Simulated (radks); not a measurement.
The antimony ion Sb+, configuration [Kr] 4d10 5s2 5p2 (the NIST ground configuration). Calculated with a radial shooting solver on a logarithmic mesh with Libxc functionals: Dirac Kohn-Sham, exchange-only LDA, spin-unpolarised, spherical densities, point nucleus; open shells fill j = l - 1/2 first.

Radial electron density D(r) = 4 pi r^2 rho(r):

r (bohr)  D(r) (e/bohr)
0.002154          6.267
0.002942          10.32
0.00402           16.50
0.005491          25.34
0.007502          36.87
0.01025           49.87
0.014             61.25
0.01928           66.72
0.02634           63.86
0.03599           58.24
0.04916           61.46
0.06717           76.37
0.09176           84.24
0.1254            70.22
0.1713            59.04
0.234             68.62
0.3222            59.57
0.4402            29.36
0.6014            22.43
0.8215            24.24
1.122             14.23
1.533             5.814
2.095             2.847
2.862             1.331
3.91             0.3708
5.384           0.04580
7.355          0.002225

D(r) has 4 maxima, at r = 0.0201, 0.0882, 0.255, 0.746 bohr, and minima at 0.0393, 0.169, 0.551 bohr, inside which lie 2.03, 11.21, 29.02 electrons.
